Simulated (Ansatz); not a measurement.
Cost and result up the ladder for trans-CoF2(H2O)4 (CoO4F2H8) (15 atoms). Charge 0, multiplicity 4. Geometry: r2SCAN-D4/def2-SVP.

Cartesian coordinates in Å:
```
Co -0.001 0.001 0.000
F 0.362 1.874 0.495
F -0.366 -1.871 -0.494
O -0.908 0.351 1.951
H -1.864 0.491 1.920
H -0.499 1.237 1.727
O 0.910 -0.354 -1.949
H 0.498 -1.238 -1.725
H 1.866 -0.498 -1.912
O 1.383 -1.188 1.132
H 0.836 -1.900 0.707
H 1.045 -1.122 2.038
O -1.382 1.190 -1.138
H -1.041 1.125 -2.043
H -0.837 1.902 -0.711
```

Ansatz on 4 threads of Arm Neoverse V1 on a shared host. Times are rough, and most runs start from the orbitals of an earlier one. PBE0-D4/def2-TZVP serves as the yardstick here, not as an exact answer. Differences are given only for rows in sets of like size (and for xTB, whose basis is part of the method), since another set adds its own error. Binding counts from free atoms at the same level (Co quartet, F doublet, O triplet, H doublet; other spins of the atoms weren't run), without zero-point energy or a counterpoise term.

The 6-31G sets use Cartesian d functions. B3LYP takes the VWN-RPA correlation. HSE06 is defined as in plane-wave codes, on full-range PBE exchange. Correlated methods freeze 11 core orbitals; core or outer-core shells of Co are correlated, in sets that lack core-valence functions. HOMO above LUMO, or a gap near zero within one spin, warns that the state may not be the lowest or that an electron is smeared out.

Run but left out: HF/STO-3G (⟨S²⟩ 4.73, where a pure state has 3.75).

Correlated methods converge slowly with the basis.

```
                            level  functions  wall time  binding energy per atom (eV)  difference from PBE0-D4/def2-TZVP (eV)                        remarks
                         HF/6-31G         99      2.3 s                          2.16                                       –                              –
            LDA (SPW92)/def2-TZVP        279      4.5 s                          4.11                                    0.68  gap within one spin near zero
                  PBE-D4/def2-SVP        155      5.5 s                          3.62                                       –                              –
                   B3LYP-D4/6-31G         99        8 s                          3.33                                       –                              –
                 PBE-D4/def2-TZVP        279      9.5 s                          3.53                                    0.10                              –
                BLYP-D4/def2-TZVP        279       10 s                          3.48                                    0.05                              –
                 PBE0-D4/def2-SVP        155       14 s                          3.49                                       –                              –
                PBE-D4/def2-TZVPD        360       18 s                          3.54                                    0.11                              –
                    MP2/def2-TZVP        279       25 s                          3.45                                    0.02                              –
               HSE06-D4/def2-TZVP        279       41 s                          3.43                                    0.00                              –
               B3LYP-D4/def2-TZVP        279       41 s                          3.46                                    0.03                              –
  PBE0-D4/def2-TZVP (with forces)        279       42 s                          3.43                                    0.00                              –
r2SCAN-D4/def2-TZVP (with forces)        279       57 s                          3.50                                    0.07                              –
             r2SCAN-D4/def2-TZVPD        360       71 s                          3.51                                    0.08                              –
```
